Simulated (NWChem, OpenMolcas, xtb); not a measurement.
## A ladder of methods for C3H10Si (SMILES C[SiH](C)C)

C3H10Si: 14 atoms, total charge 0, spin state singlet. As SMILES, `C[SiH](C)C`. The coordinates come from a PBE0-D4/def2-TZVP relaxation.

Each level gives the HOMO–LUMO gap (eV). The values are calculated.

```csv
level,kind,program,value (eV),CPU time
GFN2-xTB,semi-empirical,xtb,7.13,under 2 s
HF/cc-pVDZ,Hartree–Fock,OpenMolcas,16.28,20 s
SVWN5/cc-pVDZ,LDA,OpenMolcas,7.95,80 s
PBE/cc-pVDZ,GGA,OpenMolcas,8.04,1.9 min
revPBE/cc-pVDZ,GGA,OpenMolcas,8.10,1.8 min
TPSS/cc-pVDZ,meta-GGA,NWChem,8.45,44 s
BHLYP/cc-pVDZ,global hybrid,OpenMolcas,12.13,97 s
CAM-B3LYP/cc-pVDZ,range-separated hybrid,NWChem,12.44,4.3 min
B2PLYP/cc-pVDZ,double hybrid,OpenMolcas,12.36,61 s
```

The values span 7.13 to 16.28 eV. Orbital gaps aren't excitation energies, and those of double hybrids come from the SCF part alone; they tend to grow with the share of exact exchange. Times are those of the runs behind each value, whatever else they computed, on shared processors of several kinds: orders of magnitude only.
